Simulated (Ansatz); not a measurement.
Ansatz results at the PBE0-D4/def2-TZVP geometry: size of the dipole moment (B3LYP/def2-TZVPP) 0.23 D; HOMO energy (ωB97M-V/def2-TZVPP) -9.90 eV; size of the dipole moment (ωB97M-V/def2-TZVPP) 0.24 D.

Each molecule was computed in one conformer, which needn't be the lowest.

(1) Which molecule gave them?
A. `O[SiH2]C[Si](O)(Cl)Cl`
B. `CO[SiH2][NH][GeH3]`
C. `C=C[SiH](F)N[SiH2]Cl`
D. `CO[SiH](F)S[SiH2]F`

Answers

(1) B. The others give `O[SiH2]C[Si](O)(Cl)Cl`: 1.28, -10.89, 1.32; `CO[SiH](F)S[SiH2]F`: 1.76, -10.45, 1.76; `C=C[SiH](F)N[SiH2]Cl`: 0.40, -10.52, 0.38.

B3LYP here is the variant with VWN-RPA as its local correlation; programs differ in this.
